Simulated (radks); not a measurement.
Species: Ho IV. Configuration: [Xe] 4f10 (the NIST ground configuration). All-electron calculation, Dirac Kohn-Sham, PBE, spin-unpolarised, spherical densities, finite nucleus; open shells fill j = l - 1/2 first; Fermi nuclear charge, rms radius 5.2022 fm. Program: a radial shooting solver on a logarithmic mesh with Libxc functionals.

Unscreened Slater integrals over Kohn-Sham orbitals (cm^-1). Large and small components are both included. Empty in this configuration: 5d3/2.

F0(4f7/2,4f7/2): 258580
F2(4f7/2,4f7/2): 121220
F4(4f7/2,4f7/2): 75718
F6(4f7/2,4f7/2): 54379
F0(4f7/2,4f5/2): 260490
F2(4f7/2,4f5/2): 122200
F4(4f7/2,4f5/2): 76349
G2(4f7/2,4f5/2): 121880
G4(4f7/2,4f5/2): 76162
G6(4f7/2,4f5/2): 54705
F0(4f7/2,5p3/2): 160140
F2(4f7/2,5p3/2): 54113
G2(4f7/2,5p3/2): 27872
G4(4f7/2,5p3/2): 21528
F0(4f7/2,5p1/2): 168760
G4(4f7/2,5p1/2): 24965
F0(4f7/2,5d3/2): 121150
F2(4f7/2,5d3/2): 30851
G3(4f7/2,5d3/2): 12174
G5(4f7/2,5d3/2): 9198.3
F0(4f5/2,4f5/2): 262430
F2(4f5/2,4f5/2): 123210
F4(4f5/2,4f5/2): 77004
F0(4f5/2,5p3/2): 160600
F2(4f5/2,5p3/2): 53657
G2(4f5/2,5p3/2): 27156
G4(4f5/2,5p3/2): 21059
F0(4f5/2,5p1/2): 169280
G2(4f5/2,5p1/2): 31996
F0(4f5/2,5d3/2): 121360
F2(4f5/2,5d3/2): 30437
G1(4f5/2,5d3/2): 14805
G3(4f5/2,5d3/2): 11810
F0(5p3/2,5p3/2): 133120
F2(5p3/2,5p3/2): 71886
F0(5p3/2,5p1/2): 137240
G2(5p3/2,5p1/2): 73187
F0(5p3/2,5d3/2): 109150
F2(5p3/2,5d3/2): 53654
G1(5p3/2,5d3/2): 64116
G3(5p3/2,5d3/2): 39530
F0(5p1/2,5p1/2): 141920
F0(5p1/2,5d3/2): 111140
G1(5p1/2,5d3/2): 59929
F0(5d3/2,5d3/2): 95358
F2(5d3/2,5d3/2): 50016
